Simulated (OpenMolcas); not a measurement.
Nb2+ (d3) among equal point charges was computed by CASSCF with the d shell active (OpenMolcas, ANO-RCC-VDZP on the metal). Its lowest spin-free states, and all those of the highest spin:

```
2S+1  Degeneracy  E (cm-1)
   4           3       0.0
   4           3      1270
   4           1      2670
   4           3      9061
   2           1      9101
   2           3     10006
   2           2     10224
   2           3     11227
   2           2     12655
   2           3     12960
   2           3     14012
   2           3     14118
```

Problem. Is the site octahedral, tetrahedral or cube-like, axial, or of lower symmetry?

Solution. The states with 2S+1 = 4 have orbital degeneracies 3, 3, 1, 3. Threefold states need a cubic site. For d3 at this spin an octahedron puts the single A2 below the threefold T2 and a tetrahedron or cube puts the threefold T1 below the threefold T2, so the site is a tetrahedron or a cube, which this pattern cannot tell apart. The run had Nb2+ among 4 point charges of -2 e arranged as a tetrahedron (Td), 2.26 Å from the ion.

An orbital triplet at a regular site is open to Jahn-Teller coupling, which can distort the site and quench the lowest spin-orbit gaps and is left out. Without dynamic correlation the repulsion within the d shell is too large (B by tens of per cent), so at a given field states of lower spin stand too high. Point charges give a weaker field than real ligands, and real ions of this kind are as a rule low spin; the high spin found here belongs to the model. The ground term spreads over less than 5000 cm-1, several times less than with real ligands, so orbital moments are less quenched and χT lies further from the spin-only value than at real sites. Point charges carry no covalency, so the field is a model and not that of real ligands. No measured value stands beside these numbers.
